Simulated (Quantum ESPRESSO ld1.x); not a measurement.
Question: Radial electron density D(r) = 4 pi r^2 rho(r) of an atom or ion with 23 electrons. All-electron calculation, non-relativistic Kohn-Sham, PBE, spin-unpolarised, spherical densities, point nucleus. Program: ld1.x of Quantum ESPRESSO 7.5.

| r (bohr) | D(r) (e/bohr) |
|---|---|
| 0.003455 | 1.184 |
| 0.004054 | 1.585 |
| 0.004805 | 2.147 |
| 0.005639 | 2.841 |
| 0.006684 | 3.796 |
| 0.007844 | 4.945 |
| 0.009297 | 6.480 |
| 0.01091 | 8.261 |
| 0.01293 | 10.54 |
| 0.01518 | 13.03 |
| 0.01799 | 16.01 |
| 0.02111 | 19.01 |
| 0.02502 | 22.20 |
| 0.02936 | 24.92 |
| 0.0348 | 27.18 |
| 0.04084 | 28.38 |
| 0.04841 | 28.43 |
| 0.05681 | 27.34 |
| 0.06734 | 25.32 |
| 0.07902 | 23.30 |
| 0.09366 | 21.96 |
| 0.1099 | 22.22 |
| 0.1303 | 24.35 |
| 0.1529 | 27.47 |
| 0.1812 | 30.44 |
| 0.2127 | 31.24 |
| 0.2521 | 28.82 |
| 0.2958 | 23.75 |
| 0.3506 | 17.27 |
| 0.4115 | 12.44 |
| 0.4877 | 10.32 |
| 0.5723 | 10.97 |
| 0.6784 | 12.67 |
| 0.7961 | 13.30 |
| 0.9436 | 11.98 |
| 1.107 | 9.309 |
| 1.313 | 6.093 |
| 1.54 | 3.592 |
| 1.826 | 1.832 |
| 2.142 | 0.8993 |
| 2.539 | 0.3967 |
| 2.98 | 0.1742 |
| 3.532 | 0.07263 |
| 4.145 | 0.03926 |
| 4.913 | 0.02922 |
| 5.766 | 0.02248 |
| 6.834 | 0.01027 |
| 8.02 | 0.0005273 |
| 9.506 | 0.006536 |
| 11.16 | 0.02773 |
| 13.22 | 0.03339 |
| 15.52 | 0.009727 |
| 18.39 | 0.002977 |
| 21.58 | 0.04285 |
| 25.58 | 0.07687 |
| 30.02 | 0.04348 |
| 35.59 | 0.007913 |
| 41.76 | 0.0006396 |

What is the nuclear charge?

Answer: Z = 24. The innermost maximum, from 1s, lies near 1/Z = 0.0417 bohr (found: 0.0447), and its height grows with Z. The density is that of the chromium ion Cr+ in [Ar] 3d4 6f1; the configuration itself is not fixed sharply by these data, and Z only to about a unit. D(r) has 5 maxima, at r = 0.0447, 0.206, 0.780, 12.6, 25.6 bohr, and minima at 0.0995, 0.503 bohr, inside which lie 2.14, 10.58 electrons.
